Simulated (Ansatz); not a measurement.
Cost and result up the ladder for In11As11H28, a nanocrystal cut from wurtzite InAs (hydrogen-capped) (50 atoms). Charge 0, multiplicity 1. Geometry: PBE-D4/def2-SVP.

```xyz
50

In   -0.873   -4.823   -0.918
As   -2.910   -3.734   -2.421
In    1.839   -3.345    1.681
As    3.982   -1.795    1.043
As   -0.058   -2.457    0.108
In    1.010   -0.818   -1.713
In   -3.530   -1.112   -2.542
As   -1.168    0.018   -3.079
In    3.968    0.921    0.895
As    1.892    1.452   -0.611
In    3.083    3.118   -2.377
In   -1.662    2.641   -3.228
As    0.773    3.663   -3.777
As    1.357   -2.201    4.116
In   -1.963   -1.402    1.630
As   -3.803   -0.369   -0.002
In    0.818    0.427    4.543
As    3.131    1.354    3.461
As   -0.833    0.881    2.544
In    0.123    2.776    0.865
In   -4.400    2.267    0.396
As   -2.041    3.164   -0.648
H     0.299   -5.390   -2.071
H    -1.679   -5.708    0.346
H    -2.805   -4.180   -3.880
H    -4.228   -4.455   -2.137
H     2.302   -5.008    1.904
H     4.370   -2.249   -0.362
H     5.250   -2.300    1.737
H     2.205   -1.600   -2.721
H    -4.825   -0.745   -3.646
H    -0.898   -0.382   -4.532
H     5.578    1.553    0.695
H     4.074    2.193   -3.467
H     3.462    4.601   -1.548
H    -2.899    3.125   -4.352
H     0.975    3.417   -5.272
H     0.568    5.174   -3.898
H     2.360   -2.711    5.153
H     0.150   -2.949    4.677
H    -2.511   -2.409    2.949
H    -5.066   -1.125    0.423
H     0.612    0.840    6.216
H     4.290    1.153    4.439
H     3.058    2.872    3.606
H    -1.978    1.588    3.277
H     0.759    4.141    1.751
H    -5.659    2.690   -0.729
H    -4.333    2.546    2.116
H    -2.165    4.690   -0.642
```

Ansatz on 11 threads of AMD EPYC 7R13 on a shared host and a whole NVIDIA H100 80GB HBM3. Times are rough, and most runs start from the orbitals of an earlier one. PBE0-D4/def2-TZVP serves as the yardstick here, not as an exact answer. Differences are given only for rows in sets of like size (and for xTB, whose basis is part of the method), since another set adds its own error. Binding counts from free atoms at the same level (In doublet, As quartet, H doublet; other spins of the atoms weren't run), without zero-point energy or a counterpoise term.

In the def2 sets In takes a core potential; there is no spin–orbit coupling. Single mean-field runs in def2-SVP, def2-TZVP are fitted with def2-universal-jkfit.

| level | functions | wall time | binding energy per atom (eV) | difference from PBE0-D4/def2-TZVP (eV) |
| --- | --- | --- | --- | --- |
| PBE-D4/def2-TZVP | 1246 | 16 s | 2.41 | 0.01 |
| PBE0-D4/def2-SVP | 778 | 16 s | 2.39 | – |
| PBE-D4/def2-SVP | 778 | 20 s | 2.40 | – |
| r2SCAN-D4/def2-TZVP | 1246 | 24 s | 2.43 | 0.02 |
| PBE0-D4/def2-TZVP (with forces) | 1246 | 33 s | 2.41 | 0.00 |
